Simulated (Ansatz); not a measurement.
(1) Predict a relaxed structure of the cluster Mo₂O₂⁺, charge 1, doublet, at PBE0-D4/def2-TZVP (Ansatz).

Answers

(1) 
```xyz
4

Mo   -1.2901   -0.2117   -0.6787
Mo    1.1954    0.1961    0.6289
O     0.2418   -1.2252    0.0397
O    -0.1471    1.2407    0.0100
```
Point group C2v (tolerance 0.1 Å). This is one stationary point.

In the def2 sets Mo takes a core potential; there is no spin–orbit coupling. The charge 1 doublet is spin-contaminated (final ⟨S²⟩ up to 3.57, 0.75 for a pure state). The relaxation made no stability test and no search for a lower SCF solution. The structure comes from a short search, and lower isomers may exist.
